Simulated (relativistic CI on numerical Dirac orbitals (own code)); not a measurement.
## What each ingredient does to the levels of Hg31+

Base calculation: Dirac-Coulomb-Breit CI, separate exchange-only KLI orbitals for each configuration, QED by a radiative potential, unscaled Slater integrals.

Configurations in the expansion (outside the closed core [Ar] 3d10): 4s2.4p6.4d10.4f3, 4s2.4p6.4d9.4f4, 4s2.4p6.4d10.4f2.5s, 4s2.4p6.4d10.4f2.5p, 4s2.4p6.4d10.4f.5s2, 4s2.4p5.4d10.4f4, 4s2.4p6.4d10.4f.5s.5p, 4s2.4p6.4d10.4f2.5d, 4s2.4p6.4d10.4f.5p2, 4s.4p6.4d10.4f4, 4s2.4p6.4d10.4f.5s.5d, 4s2.4p6.4d9.4f2.5s2, 4s2.4p6.4d10.4f2.5f, 4s2.4p6.4d10.4f2.6s, 4s2.4p6.4d10.4f.5d2, 4s2.4p6.4d10.4f2.6p. Levels of other configurations are missing.

Variants: (1) configuration mixing switched off. Shifts of the energy above 4s2.4p6.4d10.4f3 4I°_9/2, in cm⁻¹, for the lowest level and the first level of each name with at least 55 % of one term (blank where a level changes its place among those of its configuration and J or its character, or is not in the variant):

| Level | Base | Δ(1) |
| --- | --- | --- |
| 4s2.4p6.4d10.4f3 4I°_9/2 | 0 | 0 |
| 4s2.4p6.4d10.4f3 4I°_11/2 | 37279 | -187 |
| 4s2.4p6.4d10.4f3 4I°_13/2 | 64903 | -100 |
| 4s2.4p6.4d10.4f3 4I°_15/2 | 86282 | +144 |
| 4s2.4p6.4d10.4f3 4G°_7/2 | 97335 | +2280 |
| 4s2.4p6.4d10.4f3 2K°_13/2 | 107741 | +414 |
| 4s2.4p6.4d10.4f3 4F°_9/2 | 110115 | +1806 |
| 4s2.4p6.4d10.4f3 2H°_11/2 | 110225 | +1359 |
| 4s2.4p6.4d10.4f3 4G°_9/2 | 125473 | +2185 |
| 4s2.4p6.4d10.4f3 2D°_5/2 | 146638 |  |
| 4s2.4p6.4d10.4f3 4G°_11/2 | 154024 | +1852 |
| 4s2.4p6.4d10.4f3 2I°_13/2 | 165927 | +1199 |
| 4s2.4p6.4d10.4f3 4D°_7/2 | 166540 | +3828 |
| 4s2.4p6.4d10.4f3 2L°_17/2 | 170750 | +1666 |
| 4s2.4p6.4d10.4f3 2F°_7/2 | 215485 | +4747 |
| 4s2.4p6.4d10.4f2.5s 4H_7/2 | 1592868 | -911 |
| 4s2.4p6.4d10.4f2.5s 4F_3/2 | 1619004 | -699 |
| 4s2.4p6.4d10.4f2.5s 4H_11/2 | 1640066 | -872 |
| 4s2.4p6.4d10.4f2.5s 4F_7/2 | 1654246 | -800 |
| 4s2.4p6.4d10.4f2.5s 2F_5/2 | 1661713 | -463 |
| 4s2.4p6.4d10.4f2.5s 4H_13/2 | 1671983 | -855 |
| 4s2.4p6.4d10.4f2.5s 2H_11/2 | 1682453 | -488 |

At this charge energies of transitions that change n are usually good to better than 1 %, and those within a shell (Δn = 0) to a few per cent. Terms inside the open d or f shell come out 10 to 20 % too wide with unscaled integrals.

Ionisation energy from the two ground configurations alone: base 1147.8 eV. The NIST ASD value (theoretical) is 1160 eV.

LS names give the leading component of a level, which can be under half, so a name can repeat, a term be missing and a line seem to break the LS rules.
